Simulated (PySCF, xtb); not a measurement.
C4H10Sn, SMILES [CH2](C)[SnH2][CH]=C. Other conformers were not sampled.

Harmonic wavenumbers (cm⁻¹) from xtb with GFN2-xTB at its own minimum, in rising order: 34, 46, 86, 210, 230, 233, 328, 431, 474, 484, 539, 586, 709, 716, 904, 966, 990, 1006, 1020, 1077, 1230, 1234, 1238, 1402, 1418, 1458, 1501, 1504, 1592, 1662, 1737, 2977, 2988, 3004, 3032, 3037, 3040, 3061, 3102.

**Question.** What does PBE-D3(BJ)/def2-SVP (PySCF) give at its own minimum? (An estimate is asked for; the answer gives what the named calculation found.)

**Answer.** 33, 51, 93, 212, 219, 226, 351, 426, 469, 494, 548, 597, 677, 684, 926, 931, 942, 960, 999, 1027, 1160, 1202, 1210, 1346, 1365, 1391, 1423, 1427, 1610, 1818, 1833, 2955, 2991, 3032, 3035, 3039, 3058, 3071, 3126. Paired by order, the mean absolute difference is 31 cm⁻¹ and the zero-point energies are 73.3 and 72.8 kcal/mol.
